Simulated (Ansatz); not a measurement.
`N[SiH2][GeH3]`, 10 atoms. Charge 0, multiplicity 1. Correlated methods include outer-core shells of Ge, which these sets cover unevenly. Scalar relativity is left out up to krypton. All runs use 2 threads of an Arm Neoverse V1 on a shared host. Correlated methods freeze the cores.

Question: How many basis functions does each run have, and how long does it take in Ansatz? RKS BLYP-D4/def2-TZVPP energy; RKS ωB97M-V/def2-SVP energy; RKS BHLYP-D4/def2-TZVPP energy; direct RPA on PBE orbitals/def2-TZVPP energy; RKS SPW92 (LDA)/def2-TZVPP energy; RKS PBE0-D4/def2-TZVP relaxation (9 steps); RKS PBE0-D4/def2-TZVP frequencies; RKS ωB97M-V/def2-QZVPP energy; RHF-MP2/def2-QZVPP energy; RKS PBE0-D4/def2-QZVPP energy; RKS B97M-V/def2-TZVPP energy; RKS PBE0-D4/def2-SVP energy. (Estimate.)

Answer: The calculation gave: Other jobs shared the machine, so times are rough.

| level | job | functions | wall time | peak host memory (GiB) |
| --- | --- | --- | --- | --- |
| RKS SPW92 (LDA)/def2-TZVPP | energy | 219 | 1.6 s | 0.26 |
| RKS PBE0-D4/def2-SVP | energy | 99 | 1.8 s | 0.2 |
| RKS BLYP-D4/def2-TZVPP | energy | 219 | 2.8 s | 0.27 |
| RKS BHLYP-D4/def2-TZVPP | energy | 219 | 4.4 s | 0.53 |
| direct RPA on PBE orbitals/def2-TZVPP | energy | 219 | 6.5 s | 0.49 |
| RKS ωB97M-V/def2-SVP | energy | 99 | 7.5 s | 0.3 |
| RKS B97M-V/def2-TZVPP | energy | 219 | 13 s | 0.34 |
| RKS PBE0-D4/def2-QZVPP | energy | 426 | 14 s | 1.3 |
| RKS ωB97M-V/def2-QZVPP | energy | 426 | 28 s | 1.6 |
| RHF-MP2/def2-QZVPP | energy | 426 | 36 s | 2.1 |
| RKS PBE0-D4/def2-TZVP | relaxation (9 steps) | 158 | 36 s | 0.38 |
| RKS PBE0-D4/def2-TZVP | frequencies | 158 | 2.5 min | 0.38 |
